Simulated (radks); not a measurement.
Initial-state core-level shifts of neutral rhodium when its valence configuration changes from [Kr] 4d8 5s1. Method: non-relativistic Kohn-Sham, LDA (Slater exchange, Perdew-Wang correlation), spin-unpolarised, spherical densities, point nucleus; relativity is left out, which matters for an element this heavy; computed with a radial shooting solver on a logarithmic mesh with Libxc functionals. Shifts are changes of the shell-averaged eigenvalues in eV (positive: less bound); the change of the density at the nucleus, which sets a Mossbauer isomer shift, is in e/bohr^3, on a base of 6.362e+04.

| valence | 1s | 2s | 3d | 4s | density at nucleus |
|---|---|---|---|---|---|
| 4d8 5p1 | -1.587 | -1.543 | -1.561 | -1.614 | -6.800 |
| 4d8 5s0.5 5p0.5 | -0.836 | -0.813 | -0.822 | -0.850 | -3.258 |
| 4d7 5p2 | -6.847 | -7.003 | -6.974 | -6.653 | -5.519 |
| 4d7.5 5s0.5 5p1 | -3.485 | -3.548 | -3.540 | -3.418 | -2.273 |
| 4d7.5 5s1.5 | -1.943 | -2.044 | -2.020 | -1.859 | +4.805 |
| 4d7 5s1 5p1 | -5.535 | -5.720 | -5.675 | -5.332 | +2.992 |
| 4d9 | +3.389 | +3.548 | +3.528 | +3.330 | -7.468 |
| 4d7 5s2 | -4.035 | -4.252 | -4.193 | -3.824 | +10.406 |
| 4d7.5 5s1 5p0.5 | -2.747 | -2.829 | -2.813 | -2.672 | +1.407 |
